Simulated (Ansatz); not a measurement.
# A ladder of methods for SnH2F (SMILES [F][SnH2])

SnH2F has 4 atoms, charge 0, and is taken as a doublet. SMILES: `[F][SnH2]`. Geometry: relaxed at PBE0-D4/def2-TZVP.

```xyz
4

F    -1.5526   -0.1900    0.6407
Sn    0.0283   -0.2422   -0.4683
H     1.1841   -1.0544    0.5241
H     0.3957    1.4262   -0.7167
```

Each level gives the energy change with the Sn2–H4 bond stretched from 1.726 to 3.453 Å (eV). The values are calculated.

```tsv
level	kind	program	value (eV)	CPU time (all runs)
USVWN5/STO-3G	LDA	Ansatz	3.90	3.1 s
U-revPBE/STO-3G	GGA	Ansatz	3.48	5.3 s
UBLYP/STO-3G	GGA	Ansatz	3.50	5.6 s
U-r2SCAN/STO-3G	meta-GGA	Ansatz	3.65	14 s
UB3LYP/STO-3G	global hybrid	Ansatz	3.62	5.8 s
UCAM-B3LYP/STO-3G	range-separated hybrid	Ansatz	3.74	6.8 s
UB2PLYP/STO-3G	double hybrid	Ansatz	3.48	8.8 s
RPA@PBE/STO-3G	RPA	Ansatz	3.18	6 s
UMP2/STO-3G	perturbation theory	Ansatz	3.37	2 s
UCCSD/STO-3G	coupled cluster or CI	Ansatz	3.38	2.5 s
```

All-electron rows without a relativistic Hamiltonian named are non-relativistic. The first shape isn't each level's own minimum. The values span 3.18 to 3.90 eV. Spin contamination of the reference (⟨S²⟩ at least 0.1 too high) touches UMP2/STO-3G, UCCSD/STO-3G. All rows use very small basis sets, so even the best lies far from the true value. In the correlated wave-function rows the outer d shell of Sn is correlated, in sets not made for it. CPU times are rough (shared hosts, several kinds of processor): they show what a rung costs within a factor of a few.
